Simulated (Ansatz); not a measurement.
Basis-set extrapolation for `OBN[SiH3]` (PBE0-D4/def2-TZVP geometry, frozen core, Ansatz). Multiplicity 1, RHF reference.

|  | def2-TZVPP | def2-QZVPP |
| --- | --- | --- |
| HF | -446.622769 | -446.639929 |
| MP2 correlation | -0.678509 | -0.729232 |
| CCSD(T) correlation | -0.741074 | not run |

Energies in hartree. Use E(X) = E(∞) + A·exp(−7.88·√X) for Hartree–Fock and E(X) = E(∞) + B·X^(−2.97) for correlation, with X = 3 and 4, and add CCSD(T) minus MP2 of the smaller set to the MP2 limit.

Task: What is the CCSD(T) energy at the basis-set limit?

Result: HF limit: -446.639929 + (-0.017160) × 0.13774 = -446.64229. MP2 limit: -0.729232 + (-0.050723) × 0.74074 = -0.76680. Higher-order term: -0.741074 − (-0.678509) = -0.06256. Total: -447.47165 hartree, 283.0 kJ/mol below CCSD(T)/def2-TZVPP.
